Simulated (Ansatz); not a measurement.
The cluster CrO2, 3 atoms. Hardware: 4 threads of Arm Neoverse V1 on a shared host.

The 6-31G sets use Cartesian d functions. Correlated methods freeze 7 core orbitals; core or outer-core shells of Cr are correlated, in sets that lack core-valence functions.

(1) How many basis functions does each of these Ansatz runs have, and roughly what does it cost? PBE0-D4/def2-TZVP, charge 1 doublet at the geometry of the charge 0 singlet, energy; PBE-D4/def2-TZVP, charge 0 singlet, energy, from earlier orbitals; PBE0-D4/def2-SVP, charge 0 singlet, energy, from earlier orbitals; MP2/def2-TZVP, charge 0 singlet, energy, from earlier orbitals; HF/6-31G, charge 0 singlet, energy; r2SCANh-D4/def2-TZVP, charge 0 triplet, energy, from earlier orbitals; MP2/def2-TZVP, charge 0 triplet, energy, from earlier orbitals; CCSD(T)/def2-TZVPP, charge 1 doublet at the geometry of the charge 0 singlet, energy, from earlier orbitals; r2SCAN-D4/def2-TZVP, charge 0 unrestricted singlet, energy, from earlier orbitals; PBE-D4/def2-TZVP, charge 0 singlet, relaxation, 5 steps; RPA@PBE/def2-TZVP, charge 0 quintet, energy, from earlier orbitals; LC-ωPBE/def2-TZVP, charge 0 singlet, energy, from earlier orbitals.

Answers

(1) Other jobs shared the machine, so times can vary by a factor of up to 3. A dash marks memory too small to be measured apart from the calling script's.

```csv
run,functions,fitting or Cholesky vectors,wall time,peak host memory (GiB)
"HF/6-31G, charge 0 singlet, energy",47,426,0.35 s,–
"PBE0-D4/def2-SVP, charge 0 singlet, energy, from earlier orbitals",59,615,0.76 s,–
"PBE-D4/def2-TZVP, charge 0 singlet, energy, from earlier orbitals",107,731,0.86 s,–
"RPA@PBE/def2-TZVP, charge 0 quintet, energy, from earlier orbitals",107,837,1.8 s,–
"LC-ωPBE/def2-TZVP, charge 0 singlet, energy, from earlier orbitals",107,731,2.6 s,–
"r2SCANh-D4/def2-TZVP, charge 0 triplet, energy, from earlier orbitals",107,743,3 s,–
"MP2/def2-TZVP, charge 0 triplet, energy, from earlier orbitals",107,841,3.9 s,–
"PBE-D4/def2-TZVP, charge 0 singlet, relaxation, 5 steps",107,731,5.5 s,–
"MP2/def2-TZVP, charge 0 singlet, energy, from earlier orbitals",107,841,5.5 s,–
"r2SCAN-D4/def2-TZVP, charge 0 unrestricted singlet, energy, from earlier orbitals",107,731,6.5 s,–
"CCSD(T)/def2-TZVPP, charge 1 doublet at the geometry of the charge 0 singlet, energy, from earlier orbitals",126,871,18 s,1.1
"PBE0-D4/def2-TZVP, charge 1 doublet at the geometry of the charge 0 singlet, energy",107,791,22 s,–
```
